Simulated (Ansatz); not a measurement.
Two members of one family (Series [CuX2]-), computed with Ansatz in the gas phase. Names give formal oxidation states. A dash marks a value that wasn't run or was left out as unsound. The structures are stationary points that may keep the symmetry of their start. Remarks come from the PBE and PBE0 runs and from stability tests at other levels; not every state was tested. A HOMO above zero means that the electron is unbound at that level and held by the basis, or that self-interaction error raises the level; the energy of removing that electron tells which. HOMO above LUMO (over both spins in singlets and doublets, within one spin in higher multiplets; at PBE or PBE0), or a gap under 0.15 eV within one spin, warns that the state may not be the lowest or that an electron is smeared out.

First: [CuH2]- (singlet, charge -1, r2SCAN-D4/def2-TZVPD geometry).

```xyz
3

Cu    0.000    0.000    0.000
H     1.045   -0.082   -1.148
H    -1.045    0.082    1.148
```

| level | HOMO (eV) | vertical IE (eV) |
| --- | --- | --- |
| revPBE-D4/def2-TZVPD | 0.68 | – |
| r2SCAN-D4/def2-TZVPD | 0.60 | 2.76 |
| PBE0-D4/def2-SVPD | -0.42 | – |
| PBE0-D4/def2-TZVPD | -0.62 | 2.71 |
| r2SCAN0-D4/def2-TZVPD | -0.68 | – |

Metal–donor distances: 2 × H 1.55 Å. Remarks: HOMO above zero at PBE or PBE0, gap within one spin near zero at PBE or PBE0 (neutral doublet), HOMO above LUMO (neutral doublet).

Second: [Cu(SH)2]- (singlet, charge -1, r2SCAN-D4/def2-TZVPD geometry).

Cartesian coordinates in Å:
```
Cu 0.176 -0.242 0.193
S 1.937 0.036 -1.018
H 1.310 0.025 -2.211
S -1.555 -0.560 1.434
H -1.868 0.741 1.603
```

Task: Estimate the same table for the second.

Result: 
```tsv
level	HOMO (eV)	vertical IE (eV)
revPBE-D4/def2-TZVPD	-0.41	–
r2SCAN-D4/def2-TZVPD	-0.61	3.31
PBE0-D4/def2-SVPD	-1.79	–
PBE0-D4/def2-TZVPD	-1.81	3.56
r2SCAN0-D4/def2-TZVPD	-1.94	–
```

Metal–donor distances: 2 × S 2.15 Å. Remarks: gap within one spin near zero at PBE or PBE0 (neutral doublet).
